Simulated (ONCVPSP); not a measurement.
**Which change was made? (Sc, ONCV)**

* Element: Sc (Z = 21)
* Generator: ONCVPSP 4.0.1
* Type: optimised norm-conserving Vanderbilt (ONCV)
* Functional: LDA (Perdew-Wang 92)
* Relativity: scalar-relativistic
* Frozen core: [Ne]
* Valence charge: 11
* Reference configuration: 3s2 3p6 3d1 4s1.5 4p0.5
* Partial waves: 3s+4s: rc 2.05 bohr, ncon 3, nbas 6, qcut 5.2 1/bohr, 3 projectors, debl 1.5 Ha; 3p+4p: rc 2.00 bohr, ncon 4, nbas 8, qcut 8.3 1/bohr, 2 projectors; 3d: rc 1.35 bohr, ncon 4, nbas 9, qcut 6.4 1/bohr, 3 projectors, debl 1.6 Ha
* Local potential: polynomial inside 0.95 bohr (lpopt 5, dvloc0 0 Ha)
* Core correction: none

Cutoffs, loose and tight: the cutoffs (Ha) at which the residual kinetic energy of the hardest occupied pseudo-wave falls to 1 and 0.1 mHa per electron. They do not see the model core or the augmentation charge, which bear on the density cutoff. Test errors are all-electron minus pseudo excitation energies from the reference, over the configurations 3s2 3p6 3d1 4s2 4p0; 3s2 3p6 3d1 4s1 4p0; 3s2 3p6 3d1 4s0 4p0; 3s2 3p5 3d1 4s2 4p0; variants that change the core or the reference have their own tests.

The base gives: outcome: generated; cutoff, loose: 155 Ha; cutoff, tight: 179 Ha; bound ghosts: d; GHOST(+) flags above zero: s; largest test error (meV): +5.6.

Question: After one change the result is: outcome: generated; cutoff, loose: 155 Ha; cutoff, tight: 179 Ha; bound ghosts: d; GHOST(+) flags above zero: s; largest test error (meV): -4.3. Which change was it?
A. all radii scaled by about 1.10 (s 2.26, p 2.20, d 1.48 bohr); local potential polynomial inside 1.04 bohr (lpopt 5, dvloc0 0 Ha)
B. d: rc 1.64
C. core correction Teter function, fcfact 4.75, rcfact 1.7

Answer: C. The others give: d: rc 1.64 → outcome: generated; cutoff, loose: 48 Ha; cutoff, tight: 112 Ha; bound ghosts: none; GHOST(+) flags above zero: s, d; largest test error (meV): -12 | all radii scaled by about 1.10 (s 2.26, p 2.20, d 1.48 bohr); local potential polynomial inside 1.04 bohr (lpopt 5, dvloc0 0 Ha) → outcome: generated; cutoff, loose: 119 Ha; cutoff, tight: 143 Ha; bound ghosts: d; GHOST(+) flags above zero: none; largest test error (meV): +11.
